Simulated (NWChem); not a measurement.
Species: C₃H₅NSi; SMILES C1=C[SiH2]C=N1

```xyz
10

C     -0.7597     1.2321     0.0000
C     -1.3282     0.0094     0.0000
Si     0.0818    -1.2079     0.0000
C      1.2914     0.2656     0.0000
N      0.6575     1.3809     0.0000
H     -1.3200     2.1732     0.0000
H     -2.4106    -0.1254     0.0000
H      0.1863    -2.0679     1.2171
H      0.1863    -2.0679    -1.2171
H      2.3900     0.2896     0.0000
```
Atoms are numbered in this order, from 1.

Results from NWChem. Medium grid unless said otherwise, to which SCAN and Minnesota functionals are sensitive. The geometry was optimised at PBE0/def2-SVP. Hybrids' shares of exact exchange are those that their runs print; pure functionals count as 0. The functionals differ in more than this share.

| row | share of exact exchange | highest occupied level (eV) |
|---|---|---|
| PBE/def2-SVP | 0.00 | -5.65 |
| M06-L/def2-SVP | 0.00 | -5.99 |
| B3LYP/def2-SVP | 0.20 | -6.85 |
| PW6B95/def2-SVP | 0.28 | -7.24 |
| Hartree-Fock/def2-SVP | 1.00 | withheld |

Q: Fit a straight line of the last column on the one before it, predict the withheld value, and compare with the run.

A: 
1. Means of the 4 shown rows: x = 0.120, y = -6.433. Slope Σ(x − x̄)(y − ȳ)/Σ(x − x̄)² = -0.3096/0.06080 = -5.092; intercept -5.821.
2. The shown rows scatter about the line by 0.120 (root mean square); the largest residual is +0.17, at PBE/def2-SVP.
3. At x = 1.00 (Hartree-Fock/def2-SVP; beyond the shown range) the line gives -10.91.
4. The run gives -9.55, +1.36 from the line, 11.3 times the scatter.
